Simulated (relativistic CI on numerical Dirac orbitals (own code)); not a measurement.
## Ligand-field terms of d3

Computed with a parametric ligand-field model of a d^n configuration (Racah B and C, spin-orbit zeta, crystal field), exact diagonalisation.

Field parameters in Wybourne normalisation: D3d B²₀ = −7Dσ, B⁴₀ = −14Dq − 21Dτ, B⁴₃ = −14√(10/7) Dq; D4h B²₀ = −7Ds, B⁴₀ = 21(Dq − Dt), B⁴₄ = 21√(5/14) Dq; Oh B⁴₀ = 21Dq, B⁴₄ = √(5/14) B⁴₀. The field is a parameter set, without covalency.

(1) Ground term and bands for B = 430, C = 2220, ζ = 0 cm⁻¹, Oh, 10Dq = 5000 cm⁻¹?

(2) Ground term and bands for B = 990, C = 3930, ζ = 0 cm⁻¹, D4h, 10Dq = 26550, Ds = 3000, Dt = 750 cm⁻¹?

(3) Ground term and bands for B = 800, C = 3360, ζ = 0 cm⁻¹, D4h, 10Dq = 22000, Ds = 3000, Dt = -200 cm⁻¹?

(4) Ground term and bands for B = 310, C = 1440, ζ = 0 cm⁻¹, D3d, 10Dq = 29400, Dσ = 380, Dτ = -480 cm⁻¹?

(5) Ground term and bands for B = 510, C = 2100, ζ = 0 cm⁻¹, D4h, 10Dq = 14100, Ds = -1500, Dt = 580 cm⁻¹?

Results:

(1) Ground term 4A2 with 0.00 electrons in the two orbitals of the cubic e set. Spin-allowed: 4T2 5000 cm⁻¹ (2000 nm), 4T1 8084 cm⁻¹ (1237 nm), 4T1 13366 cm⁻¹ (748 nm). Lowest spin-forbidden: 2E 9604 cm⁻¹ (1041 nm), 2T1 9982 cm⁻¹ (1002 nm), 2T2 13063 cm⁻¹ (766 nm). With an A2 ground term the first spin-allowed band lies at |10Dq| itself.

(2) Ground term 4B1 with 0.00 electrons in the two orbitals of the cubic e set. Spin-allowed: 4E 17744 cm⁻¹ (564 nm), 4A2 21478 cm⁻¹ (466 nm), 4B2 26550 cm⁻¹ (377 nm), 4E 37807 cm⁻¹ (264 nm). Lowest spin-forbidden: 2E 17925 cm⁻¹ (558 nm), 2A1 18585 cm⁻¹ (538 nm), 2B1 19166 cm⁻¹ (522 nm).

(3) Ground term 4B1 with 0.00 electrons in the two orbitals of the cubic e set. Spin-allowed: 4A2 19950 cm⁻¹ (501 nm), 4B2 22000 cm⁻¹ (455 nm), 4E 22292 cm⁻¹ (449 nm), 4E 37556 cm⁻¹ (266 nm). Lowest spin-forbidden: 2E 10518 cm⁻¹ (951 nm), 2A1 15704 cm⁻¹ (637 nm), 2B1 16195 cm⁻¹ (617 nm).

(4) Ground term 4A2 with 0.01 electrons in the two orbitals of the cubic e set. Spin-allowed: 4E 26963 cm⁻¹ (371 nm), 4A1 28393 cm⁻¹ (352 nm), 4E 31073 cm⁻¹ (322 nm), 4A2 32277 cm⁻¹ (310 nm). Lowest spin-forbidden: 2E 5719 cm⁻¹ (1749 nm), 2A2 6891 cm⁻¹ (1451 nm), 2E 7101 cm⁻¹ (1408 nm).

(5) Ground term 4B1 with 0.00 electrons in the two orbitals of the cubic e set. Spin-allowed: 4E 8617 cm⁻¹ (1160 nm), 4E 13252 cm⁻¹ (755 nm), 4B2 14100 cm⁻¹ (709 nm), 4A2 16630 cm⁻¹ (601 nm). Lowest spin-forbidden: 2E 5403 cm⁻¹ (1851 nm), 2B1 9526 cm⁻¹ (1050 nm), 2A1 10073 cm⁻¹ (993 nm).
